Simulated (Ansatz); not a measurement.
Calculation: r2SCAN-D4/def2-TZVP (Ansatz, a first-principles code). No frequencies were computed at this level.

Ansatz 0.2 input:
```yaml
crystal:
  periodic: [false, false, false]
  atoms:
    - { symbol: S, position_ang: [-1.521662, -1.583394, 0.467662] }
    - { symbol: Al, position_ang: [0.167844, -0.312874, -0.121742] }
    - { symbol: S, position_ang: [0.157855, 1.869096, 0.170437] }
    - { symbol: S, position_ang: [1.933398, -1.2297, -1.032648] }
    - { symbol: H, position_ang: [-2.368657, -0.573671, 0.663976] }
    - { symbol: H, position_ang: [-0.907421, 1.878496, 0.962656] }
    - { symbol: H, position_ang: [2.561122, -0.058088, -1.110994] }
basis:
  gaussian: { orbitals: def2-tzvp }
hamiltonian:
  xc: r2scan
  dispersion: d4
relax:
  max_steps: 150
```

Output:

```
Functional definition: r2SCAN
1174 factors; their error is unknown
mean field evaluation 1: about -39152.0399 eV, gradient 2.9e1 eV
mean field evaluation 2: about -39151.8703 eV, gradient 3.2e1 eV
mean field evaluation 4: about -39154.2262 eV, gradient 1.6e0 eV
mean field evaluation 8: about -39154.2270 eV, gradient 1.1e-1 eV
mean field evaluation 16: about -39154.2121 eV, gradient 9.2e-5 eV
mean field -39154.21205576 eV, -1438.8907533711 hartree, gradient 4.7e-5 eV, S^2 0.000000; 0 other end points of the search recorded, 0 dependent functions left out
reference -39154.21206672 eV, -1438.8907537737 hartree; 32, 32 occupied and 134, 134 virtual orbitals, 1174 factors
relax step   1: F+E_penalty+E_count = -39154.26190628 eV  Δ(F+E_penalty+E_count) = +0.000e0 eV  max|allowed force component| = 4.250e-1 eV/Å  Δτ_max = 0.0000 Å  (29 SCF iters, accepted)
these checks for a lower state are left out or cut short: starts, cluster_reference, orbital_swaps, neighbouring_geometries, increment
1174 factors; their error is unknown
mean field -39154.21342272 eV, -1438.8908036058 hartree, gradient 1.3e-5 eV, S^2 0.000000; 0 other end points of the search recorded, 0 dependent functions left out
reference -39154.21343356 eV, -1438.8908040043 hartree; 32, 32 occupied and 134, 134 virtual orbitals, 1174 factors
relax step   2: F+E_penalty+E_count = -39154.26370355 eV  Δ(F+E_penalty+E_count) = -1.797e-3 eV  max|allowed force component| = 5.244e-1 eV/Å  Δτ_max = 0.1938 Å  (30 SCF iters, accepted)
these checks for a lower state are left out or cut short: starts, cluster_reference, orbital_swaps, neighbouring_geometries, increment
1174 factors; their error is unknown
mean field evaluation 32: about -39154.2309 eV, gradient 9.2e-6 eV
mean field -39154.23094837 eV, -1438.8914476618 hartree, gradient 9.2e-6 eV, S^2 0.000000; 0 other end points of the search recorded, 0 dependent functions left out
reference -39154.23095930 eV, -1438.8914480634 hartree; 32, 32 occupied and 134, 134 virtual orbitals, 1174 factors
relax step   3: F+E_penalty+E_count = -39154.28101085 eV  Δ(F+E_penalty+E_count) = -1.731e-2 eV  max|allowed force component| = 2.296e-1 eV/Å  Δτ_max = 0.1181 Å  (30 SCF iters, accepted)
these checks for a lower state are left out or cut short: starts, cluster_reference, orbital_swaps, neighbouring_geometries, increment
1174 factors; their error is unknown
mean field -39154.23129129 eV, -1438.8914602636 hartree, gradient 1.9e-5 eV, S^2 0.000000; 0 other end points of the search recorded, 0 dependent functions left out
reference -39154.23130221 eV, -1438.8914606650 hartree; 32, 32 occupied and 134, 134 virtual orbitals, 1174 factors
relax step   4: F+E_penalty+E_count = -39154.28133318 eV  Δ(F+E_penalty+E_count) = -3.223e-4 eV  max|allowed force component| = 2.710e-1 eV/Å  Δτ_max = 0.0351 Å  (29 SCF iters, accepted)
these checks for a lower state are left out or cut short: starts, cluster_reference, orbital_swaps, neighbouring_geometries, increment
1174 factors; their error is unknown
mean field -39154.23435926 eV, -1438.8915730096 hartree, gradient 1.9e-5 eV, S^2 0.000000; 0 other end points of the search recorded, 0 dependent functions left out
reference -39154.23437017 eV, -1438.8915734106 hartree; 32, 32 occupied and 134, 134 virtual orbitals, 1174 factors
relax step   5: F+E_penalty+E_count = -39154.28444579 eV  Δ(F+E_penalty+E_count) = -3.113e-3 eV  max|allowed force component| = 8.148e-2 eV/Å  Δτ_max = 0.0280 Å  (30 SCF iters, accepted)
these checks for a lower state are left out or cut short: starts, cluster_reference, orbital_swaps, neighbouring_geometries, increment
1174 factors; their error is unknown
mean field -39154.23480366 eV, -1438.8915893410 hartree, gradient 2.3e-5 eV, S^2 0.000000; 0 other end points of the search recorded, 0 dependent functions left out
reference -39154.23481455 eV, -1438.8915897411 hartree; 32, 32 occupied and 134, 134 virtual orbitals, 1174 factors
relax step   6: F+E_penalty+E_count = -39154.28493054 eV  Δ(F+E_penalty+E_count) = -4.848e-4 eV  max|allowed force component| = 1.004e-2 eV/Å  Δτ_max = 0.0616 Å  (30 SCF iters, accepted)
these checks for a lower state are left out or cut short: starts, cluster_reference, orbital_swaps, neighbouring_geometries, increment
1174 factors; their error is unknown
mean field -39154.23443871 eV, -1438.8915759292 hartree, gradient 2.6e-5 eV, S^2 0.000000; 0 other end points of the search recorded, 0 dependent functions left out
reference -39154.23444959 eV, -1438.8915763289 hartree; 32, 32 occupied and 134, 134 virtual orbitals, 1174 factors
relax step   7: F+E_penalty+E_count = -39154.28454199 eV  Δ(F+E_penalty+E_count) = +3.886e-4 eV  max|allowed force component| = 1.539e-2 eV/Å  Δτ_max = 0.0407 Å  (29 SCF iters, rejected (line search))
these checks for a lower state are left out or cut short: starts, cluster_reference, orbital_swaps, neighbouring_geometries, increment
1174 factors; their error is unknown
mean field evaluation 64: about -39154.2350 eV, gradient 1.8e-5 eV
mean field -39154.23504432 eV, -1438.8915981849 hartree, gradient 1.9e-5 eV, S^2 0.000000; 0 other end points of the search recorded, 0 dependent functions left out
reference -39154.23505520 eV, -1438.8915985847 hartree; 32, 32 occupied and 134, 134 virtual orbitals, 1174 factors
relax step   8: F+E_penalty+E_count = -39154.28514874 eV  Δ(F+E_penalty+E_count) = -2.182e-4 eV  max|allowed force component| = 1.998e-2 eV/Å  Δτ_max = 0.0203 Å  (30 SCF iters, accepted)
these checks for a lower state are left out or cut short: starts, cluster_reference, orbital_swaps, neighbouring_geometries, increment
1174 factors; their error is unknown
mean field -39154.23529701 eV, -1438.8916074714 hartree, gradient 1.9e-5 eV, S^2 0.000000; 0 other end points of the search recorded, 0 dependent functions left out
reference -39154.23530789 eV, -1438.8916078711 hartree; 32, 32 occupied and 134, 134 virtual orbitals, 1174 factors
relax step   9: F+E_penalty+E_count = -39154.28538915 eV  Δ(F+E_penalty+E_count) = -2.404e-4 eV  max|allowed force component| = 1.034e-2 eV/Å  Δτ_max = 0.0130 Å  (30 SCF iters, accepted)
these checks for a lower state are left out or cut short: starts, cluster_reference, orbital_swaps, neighbouring_geometries, increment
1174 factors; their error is unknown
mean field -39154.23534874 eV, -1438.8916093721 hartree, gradient 1.9e-5 eV, S^2 0.000000; 0 other end points of the search recorded, 0 dependent functions left out
reference -39154.23535961 eV, -1438.8916097718 hartree; 32, 32 occupied and 134, 134 virtual orbitals, 1174 factors
relax step  10: F+E_penalty+E_count = -39154.28544605 eV  Δ(F+E_penalty+E_count) = -5.690e-5 eV  max|allowed force component| = 1.026e-2 eV/Å  Δτ_max = 0.0076 Å  (30 SCF iters, accepted)
these checks for a lower state are left out or cut short: starts, cluster_reference, orbital_swaps, neighbouring_geometries, increment
1174 factors; their error is unknown
mean field -39154.23539850 eV, -1438.8916112008 hartree, gradient 1.9e-5 eV, S^2 0.000000; 0 other end points of the search recorded, 0 dependent functions left out
reference -39154.23540937 eV, -1438.8916116003 hartree; 32, 32 occupied and 134, 134 virtual orbitals, 1174 factors
relax step  11: F+E_penalty+E_count = -39154.28549900 eV  Δ(F+E_penalty+E_count) = -5.294e-5 eV  max|allowed force component| = 1.517e-2 eV/Å  Δτ_max = 0.0144 Å  (30 SCF iters, accepted)
these checks for a lower state are left out or cut short: starts, cluster_reference, orbital_swaps, neighbouring_geometries, increment
1174 factors; their error is unknown
mean field -39154.23542457 eV, -1438.8916121590 hartree, gradient 1.9e-5 eV, S^2 0.000000; 0 other end points of the search recorded, 0 dependent functions left out
reference -39154.23543544 eV, -1438.8916125586 hartree; 32, 32 occupied and 134, 134 virtual orbitals, 1174 factors
relax step  12: F+E_penalty+E_count = -39154.28552314 eV  Δ(F+E_penalty+E_count) = -2.415e-5 eV  max|allowed force component| = 2.075e-2 eV/Å  Δτ_max = 0.0112 Å  (31 SCF iters, accepted)
these checks for a lower state are left out or cut short: starts, cluster_reference, orbital_swaps, neighbouring_geometries, increment
1174 factors; their error is unknown
mean field evaluation 96: about -39154.2582 eV, gradient 4.4e-1 eV
mean field -39154.23544346 eV, -1438.8916128532 hartree, gradient 1.9e-5 eV, S^2 0.000000; 0 other end points of the search recorded, 0 dependent functions left out
reference -39154.23545433 eV, -1438.8916132527 hartree; 32, 32 occupied and 134, 134 virtual orbitals, 1174 factors
relax step  13: F+E_penalty+E_count = -39154.28553995 eV  Δ(F+E_penalty+E_count) = -1.681e-5 eV  max|allowed force component| = 1.987e-2 eV/Å  Δτ_max = 0.0065 Å  (30 SCF iters, accepted)
these checks for a lower state are left out or cut short: starts, cluster_reference, orbital_swaps, neighbouring_geometries, increment
1174 factors; their error is unknown
mean field -39154.23546452 eV, -1438.8916136272 hartree, gradient 1.9e-5 eV, S^2 0.000000; 0 other end points of the search recorded, 0 dependent functions left out
reference -39154.23547539 eV, -1438.8916140267 hartree; 32, 32 occupied and 134, 134 virtual orbitals, 1174 factors
relax step  14: F+E_penalty+E_count = -39154.28555821 eV  Δ(F+E_penalty+E_count) = -1.826e-5 eV  max|allowed force component| = 1.603e-2 eV/Å  Δτ_max = 0.0132 Å  (30 SCF iters, accepted)
these checks for a lower state are left out or cut short: starts, cluster_reference, orbital_swaps, neighbouring_geometries, increment
1174 factors; their error is unknown
mean field -39154.23546797 eV, -1438.8916137538 hartree, gradient 1.9e-5 eV, S^2 0.000000; 0 other end points of the search recorded, 0 dependent functions left out
reference -39154.23547884 eV, -1438.8916141533 hartree; 32, 32 occupied and 134, 134 virtual orbitals, 1174 factors
relax step  15: F+E_penalty+E_count = -39154.28556052 eV  Δ(F+E_penalty+E_count) = -2.310e-6 eV  max|allowed force component| = 2.110e-2 eV/Å  Δτ_max = 0.0160 Å  (30 SCF iters, accepted)
these checks for a lower state are left out or cut short: starts, cluster_reference, orbital_swaps, neighbouring_geometries, increment
1174 factors; their error is unknown
mean field -39154.23548197 eV, -1438.8916142683 hartree, gradient 1.2e-5 eV, S^2 0.000000; 0 other end points of the search recorded, 0 dependent functions left out
reference -39154.23549284 eV, -1438.8916146678 hartree; 32, 32 occupied and 134, 134 virtual orbitals, 1174 factors
relax step  16: F+E_penalty+E_count = -39154.28557672 eV  Δ(F+E_penalty+E_count) = -1.620e-5 eV  max|allowed force component| = 1.470e-2 eV/Å  Δτ_max = 0.0032 Å  (24 SCF iters, accepted)
these checks for a lower state are left out or cut short: starts, cluster_reference, orbital_swaps, neighbouring_geometries, increment
1174 factors; their error is unknown
mean field evaluation 128: about -39154.2355 eV, gradient 8.5e-6 eV
mean field -39154.23548811 eV, -1438.8916144941 hartree, gradient 8.5e-6 eV, S^2 0.000000; 0 other end points of the search recorded, 0 dependent functions left out
reference -39154.23549898 eV, -1438.8916148936 hartree; 32, 32 occupied and 134, 134 virtual orbitals, 1174 factors
relax step  17: F+E_penalty+E_count = -39154.28558266 eV  Δ(F+E_penalty+E_count) = -5.945e-6 eV  max|allowed force component| = 6.969e-3 eV/Å  Δτ_max = 0.0016 Å  (24 SCF iters, accepted)
1174 factors; their error is unknown
mean field -39154.23548811 eV, -1438.8916144941 hartree, gradient 8.5e-6 eV, S^2 0.000000; 1 other end points of the search recorded, 0 dependent functions left out
reference -39154.23549898 eV, -1438.8916148936 hartree; 32, 32 occupied and 134, 134 virtual orbitals, 1174 factors
Total energy: -39154.28559354 eV, -1438.8934558344 hartree
Atom 0 at    -1.532784    -1.579017     0.343089 Å, force    -0.003522     0.003152     0.002005 eV/Å
Atom 1 at     0.161836    -0.289305    -0.124904 Å, force    -0.001485     0.002550     0.000551 eV/Å
Atom 2 at     0.213438     1.857848     0.267843 Å, force    -0.006001     0.000520     0.003057 eV/Å
Atom 3 at     1.894195    -1.236103    -1.042260 Å, force     0.000615     0.000359     0.000154 eV/Å
Atom 4 at    -2.274196    -0.568447     0.830586 Å, force     0.004991    -0.004719    -0.002740 eV/Å
Atom 5 at    -1.015618     1.881343     0.813409 Å, force     0.006969    -0.000603    -0.003301 eV/Å
Atom 6 at     2.575607    -0.076454    -1.088417 Å, force    -0.001568    -0.001259     0.000274 eV/Å
Dipole moment:    -0.163269     0.260895     0.121734 e Å
```

Cost: very roughly 80 core-seconds.
